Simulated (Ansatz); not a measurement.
Cost and result for the atomization energy of `[F][Ge@H]1[NH][C@@H]1S` (9 atoms, 9 bonds).

Cartesian coordinates in Å:
```
F -0.728 0.753 2.401
Ge -0.893 -0.154 0.927
N -0.676 0.808 -0.619
C 0.543 0.028 -0.339
S 0.950 -1.094 -1.677
H -2.089 -1.081 1.061
H -0.547 1.809 -0.696
H 1.411 0.572 0.032
H 2.028 -1.642 -1.090
```

Total charge 0; spin multiplicity 1. Correlated methods include outer-core shells of Ge, which these sets cover unevenly. Scalar relativity is left out up to krypton. The geometry is a stationary point of PBE0-D4/def2-TZVP. It is one conformer, not always the lowest. Program: Ansatz. All runs use 4 threads of an Arm Neoverse V1 on a shared host. Times are those of one run each, without the atoms' runs, and a repeat can differ threefold. Electronic energies, without spin–orbit coupling; frozen cores. CCSD(T)/CBS adds CCSD(T) − MP2 in def2-TZVPP to the MP2 limit, and its time is that of the two runs behind it. T1 = 0.013. With those shells the extrapolation isn't a true limit. B3LYP takes the VWN-RPA correlation (the form of Gaussian; ORCA's B3LYP/G).

CCSD(T)/CBS is a level of theory with its own doubt, some kJ/mol a heavy atom from the limit and from the frozen cores, so smaller differences don't rank the functionals.

```json
{"level": "PBE-D4/def2-TZVPP (with forces)", "functions": "239", "wall time": "2.6 s"}
{"level": "PBE0-D4/def2-TZVPP", "functions": "239", "wall time": "3.5 s"}
{"level": "r2SCAN-D4/def2-TZVPP (with forces)", "functions": "239", "wall time": "5.5 s"}
{"level": "B3LYP-D4/def2-TZVPP (with forces)", "functions": "239", "wall time": "5.5 s"}
{"level": "B2PLYP/def2-TZVPP", "functions": "239", "wall time": "6 s"}
{"level": "ωB97X-V/def2-TZVPP", "functions": "239", "wall time": "9 s"}
{"level": "ωB97M-V/def2-TZVPP (with forces)", "functions": "239", "wall time": "12 s"}
{"level": "MP2/def2-QZVPP", "functions": "450", "wall time": "23 s"}
{"level": "CCSD(T)/def2-TZVPP", "functions": "239", "wall time": "3.3 min"}
{"level": "CCSD(T)/CBS(def2)", "functions": "–", "wall time": "3.7 min"}
```

**Question.** What atomization energy does each give, and how far from CCSD(T)/CBS? (An estimate is asked.)

**Answer.** Ansatz gave: 
```csv
level,atomization (kJ/mol),difference from CCSD(T)/CBS,per bond
PBE-D4/def2-TZVPP (with forces),3041.0,91.9,10.2
PBE0-D4/def2-TZVPP,2944.2,-4.9,-0.5
r2SCAN-D4/def2-TZVPP (with forces),2950.1,1.0,0.1
B3LYP-D4/def2-TZVPP (with forces),2923.7,-25.4,-2.8
B2PLYP/def2-TZVPP,2895.3,-53.8,-6.0
ωB97X-V/def2-TZVPP,2964.3,15.2,1.7
ωB97M-V/def2-TZVPP (with forces),2945.2,-3.9,-0.4
MP2/def2-QZVPP,2983.8,34.7,3.8
CCSD(T)/def2-TZVPP,2849.8,-99.3,-11.0
CCSD(T)/CBS(def2),2949.1,0.0,0.0
```

In def2-TZVPP, CCSD(T) changes the Hartree–Fock value by +968.5 kJ/mol (the triples alone add +70.1 kJ/mol) and MP2 by +1043.3 kJ/mol; breaking electron pairs costs correlation energy, which Hartree–Fock lacks. The D4 term adds +34.5 kJ/mol with B3LYP and +17.8 kJ/mol with PBE0; it sums over pairs of atoms, weighted by their polarisabilities, and B3LYP, whose exchange is more repulsive, gets the larger term. From PBE to PBE0 (25 % exact exchange), in def2-TZVPP and without D4, the atomization energy moves by −93.5 kJ/mol: exact exchange takes away binding that semilocal exchange gives to molecules.
